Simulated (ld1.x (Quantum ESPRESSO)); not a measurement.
u(r) = r·R(r): atom against pseudo-atom (F)

Columns: radius, all-electron u(r) and pseudo u(r) of the 2s shell (level -29.88 eV) of fluorine in the configuration [He] 2s1.5 2p5.5; PBEsol, non-relativistic, TM scheme, ld1.x (Quantum ESPRESSO) 7.5.

```csv
r (bohr),all-electron,pseudo
0.053,0.3915,-0.0708
0.105,0.4441,-0.1402
0.158,0.3274,-0.2109
0.210,0.1385,-0.2812
0.262,-0.0721,-0.3551
0.315,-0.2801,-0.4386
0.368,-0.4666,-0.5349
0.420,-0.6222,-0.6417
0.473,-0.7514,-0.7535
0.525,-0.8500,-0.8500
0.578,-0.9244,-0.9244
0.630,-0.9747,-0.9747
0.683,-1.0063,-1.0063
0.735,-1.0210,-1.0210
0.788,-1.0224,-1.0224
0.840,-1.0129,-1.0129
0.893,-0.9946,-0.9946
0.945,-0.9701,-0.9701
0.998,-0.9399,-0.9399
1.050,-0.9067,-0.9067
1.102,-0.8710,-0.8710
1.155,-0.8330,-0.8330
1.208,-0.7940,-0.7940
1.260,-0.7555,-0.7555
1.313,-0.7164,-0.7164
1.365,-0.6786,-0.6786
```

Problem. How many radial nodes do the two functions have?

Solution. The all-electron 2s function has n − l − 1 = 1; the pseudo-wave has 0, since the states of the same l below it are removed with the core.

Problem. At about which radius was the pseudo-wave matched?

Solution. 0.55 bohr, where the columns begin to agree (steps of 0.05 bohr).

Problem. Where does each function peak?

Solution. Outermost all-electron maximum near 0.79 bohr, pseudo maximum near 0.79 bohr (to the table’s step).

Problem. Is the pseudo-wave norm-conserving?

Solution. Yes: the TM scheme keeps the norm inside the radius equal to the all-electron one, which fixes the energy derivative of the logarithmic derivative at the level.
